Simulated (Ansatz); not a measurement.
## Nudged elastic band run: H$_{4}$OSn

input.yaml

```yaml
crystal:
  periodic: [false, false, false]
  atoms:
    - { symbol: Sn, position_ang: [0.350871, -0.017007, 0.031655] }
    - { symbol: O, position_ang: [0.762623, -0.124018, 1.989418] }
    - { symbol: H, position_ang: [-0.037454, -0.172482, 2.530269] }
    - { symbol: H, position_ang: [1.908415, 0.051805, -0.674756] }
    - { symbol: H, position_ang: [-0.572366, 1.405049, -0.280491] }
    - { symbol: H, position_ang: [-0.522389, -1.424746, -0.445593] }
basis:
  gaussian: { orbitals: def2-SVP }
hamiltonian:
  xc: b3lyp
neb:
  order_check: false
  images: 7
  f_tol: 0.03
  max_iterations: 60
  spring: 0.1
  final_atoms:
    - { symbol: Sn, position_ang: [0.08237377, 0.49360356, -0.87030253] }
    - { symbol: O, position_ang: [1.2424543, 0.10241094, 1.26685408] }
    - { symbol: H, position_ang: [0.52138463, -0.04445111, 1.89818154] }
    - { symbol: H, position_ang: [1.74000842, -0.72896308, 1.25316527] }
    - { symbol: H, position_ang: [-1.20167292, 1.09597013, 0.23487739] }
    - { symbol: H, position_ang: [-0.4948482, -1.19996944, -0.63227375] }
  initial_path:
    images:
      - { positions_ang: [[0.350871, -0.017007, 0.031655], [0.762623, -0.124018, 1.989418], [-0.037454, -0.172482, 2.530269], [1.908415, 0.051805, -0.674756], [-0.572366, 1.405049, -0.280491], [-0.522389, -1.424746, -0.445593]] }
      - { positions_ang: [[0.26310456, -0.01179654, 0.02385973], [0.89253407, -0.09550608, 1.92666722], [0.0648196, -0.20153155, 2.41647102], [1.90038013, 0.03708175, -0.38280583], [-0.632666, 1.41129239, -0.35332592], [-0.59847236, -1.42093898, -0.48036421]] }
      - { positions_ang: [[0.17533812, -0.00658607, 0.01606446], [1.02244514, -0.06699416, 1.86391643], [0.16709319, -0.23058109, 2.30267303], [1.89234527, 0.0223585, -0.09085566], [-0.69296599, 1.41753578, -0.42616083], [-0.67455573, -1.41713195, -0.51513543]] }
      - { positions_ang: [[0.08757168, -0.00137561, 0.00826918], [1.15235621, -0.03848223, 1.80116565], [0.26936679, -0.25963064, 2.18887505], [1.8843104, 0.00763525, 0.20109451], [-0.75326599, 1.42377916, -0.49899575], [-0.75063909, -1.41332493, -0.54990664]] }
      - { positions_ang: [[-0.00019476, 0.00383485, 0.00047391], [1.28226728, -0.00997031, 1.73841487], [0.37164039, -0.28868019, 2.07507706], [1.87627553, -0.007088, 0.49304468], [-0.81356599, 1.43002255, -0.57183067], [-0.82672245, -1.40951791, -0.58467786]] }
      - { positions_ang: [[0.02044738, 0.12627703, -0.2172202], [1.27231403, 0.018125, 1.62052467], [0.40907645, -0.22762292, 2.03085318], [1.84220875, -0.18755677, 0.68307483], [-0.91059272, 1.34650945, -0.37015365], [-0.74375389, -1.35713079, -0.59657683]] }
      - { positions_ang: [[0.04108951, 0.24871921, -0.43491431], [1.26236079, 0.04622031, 1.50263448], [0.44651251, -0.16656565, 1.9866293], [1.80814198, -0.36802554, 0.87310498], [-1.00761945, 1.26299634, -0.16847664], [-0.66078533, -1.30474367, -0.6084758]] }
      - { positions_ang: [[0.06173164, 0.37116139, -0.65260842], [1.25240754, 0.07431562, 1.38474428], [0.48394857, -0.10550838, 1.94240542], [1.7740752, -0.54849431, 1.06313513], [-1.10464618, 1.17948323, 0.03320038], [-0.57781677, -1.25235656, -0.62037478]] }
      - { positions_ang: [[0.08237377, 0.49360356, -0.87030253], [1.2424543, 0.10241094, 1.26685408], [0.52138463, -0.04445111, 1.89818154], [1.74000842, -0.72896308, 1.25316527], [-1.20167292, 1.09597013, 0.23487739], [-0.4948482, -1.19996944, -0.63227375]] }
```

Launched with:

```bash
$ ansatz run input.yaml --threads 1 --pin off --max-ram 2048MiB --backend cpu --events-out ev --progress --plain --runs-dir out
```

Output, in part (warnings, iteration lines, the closing report on the highest movable image, with atoms numbered from 0):

```
NEB end point (image 0): max|allowed force component| = 3.034e-3 eV/Å (the criterion of neb.relax_end_points is 1.000e-2)
NEB end point (image 8): max|allowed force component| = 5.519e-3 eV/Å (the criterion of neb.relax_end_points is 1.000e-2)
NEB iter   1: max|band force component| = 5.818e0 eV/Å  barrier→ = 4.1334 eV  barrier← = 4.1692 eV  Δτ_max = 0.1933 Å  (207 SCF iters)
NEB iter   2: max|band force component| = 2.173e0 eV/Å  barrier→ = 2.8583 eV  barrier← = 2.8940 eV  Δτ_max = 0.1984 Å  (204 SCF iters)
NEB iter   3: max|band force component| = 1.170e0 eV/Å  barrier→ = 2.1632 eV  barrier← = 2.1990 eV  Δτ_max = 0.1944 Å  (192 SCF iters)
NEB iter   4: max|band force component| = 8.934e-1 eV/Å  barrier→ = 1.9622 eV  barrier← = 1.9980 eV  Δτ_max = 0.1908 Å  (197 SCF iters)
NEB iter   5: max|band force component| = 6.860e-1 eV/Å  barrier→ = 1.9642 eV  barrier← = 2.0000 eV  Δτ_max = 0.1874 Å  (185 SCF iters)
NEB iter   6: max|band force component| = 4.407e-1 eV/Å  barrier→ = 1.9584 eV  barrier← = 1.9941 eV  CI = image 4  Δτ_max = 0.0839 Å  (177 SCF iters)
NEB iter   7: max|band force component| = 3.913e-1 eV/Å  barrier→ = 1.9586 eV  barrier← = 1.9944 eV  CI = image 4  Δτ_max = 0.1176 Å  (169 SCF iters)
NEB iter   8: max|band force component| = 1.675e-1 eV/Å  barrier→ = 1.9565 eV  barrier← = 1.9923 eV  CI = image 4  Δτ_max = 0.0572 Å  (175 SCF iters)
NEB iter   9: max|band force component| = 6.729e-2 eV/Å  barrier→ = 1.9556 eV  barrier← = 1.9914 eV  CI = image 4  Δτ_max = 0.0250 Å  (169 SCF iters)
NEB iter  10: max|band force component| = 4.255e-2 eV/Å  barrier→ = 1.9552 eV  barrier← = 1.9910 eV  CI = image 4  Δτ_max = 0.0056 Å  (164 SCF iters)
NEB iter  11: max|band force component| = 2.450e-2 eV/Å  barrier→ = 1.9551 eV  barrier← = 1.9909 eV  CI = image 4  Δτ_max = 0.0000 Å  (308 SCF iters)
Total energy: -7941.42304164 eV, -291.8419138903 hartree
Atom 0 at     0.208501     0.025690    -0.340179 Å, force     0.004552     0.007773    -0.001441 eV/Å
Atom 1 at     0.825692     0.219272     1.758416 Å, force     0.004126     0.006040     0.003152 eV/Å
Atom 2 at     0.770960    -0.634416     2.220482 Å, force    -0.000407    -0.004907    -0.002542 eV/Å
Atom 3 at     1.744982    -0.035146     0.527884 Å, force    -0.008853    -0.001955     0.000025 eV/Å
Atom 4 at    -0.746625     1.444867    -0.617724 Å, force     0.001498    -0.004911    -0.000482 eV/Å
Atom 5 at    -0.913811    -1.301667    -0.398376 Å, force    -0.000915    -0.002040     0.001287 eV/Å
Dipole moment:    -0.010923    -0.295829    -0.177608 e Å
```

The forces met the threshold. Neighbouring images differ by up to 1.6 eV, so the band resolves the path poorly. Another band between the same ends (7 images) ends at a top of the same energy, where a vibrational analysis finds 1 clearly imaginary mode. The orbitals stay closed-shell, which can raise the energy where a bond breaks towards radicals; this wasn't checked here.

Final band (atoms are numbered from 1 in the order of the input):

```tsv
image	path coordinate (Å)	energy (kJ/mol)	Sn1–H4 (Å)	O2–H4 (Å)
0	0.00	0.0	1.71	2.91
1	0.67	1.3	1.72	3.00
2	1.35	1.0	1.72	2.97
3	2.02	67.2	1.70	2.31
4	2.68	188.6	1.77	1.56
5	3.32	31.5	2.27	0.99
6	3.96	-0.5	2.89	0.97
7	4.59	-2.7	2.97	0.97
8	5.23	-3.5	2.96	0.97
```

The run took 2.1 min on 1 thread of Arm Neoverse V2, with other jobs on the host, peak memory 0.12 GiB.
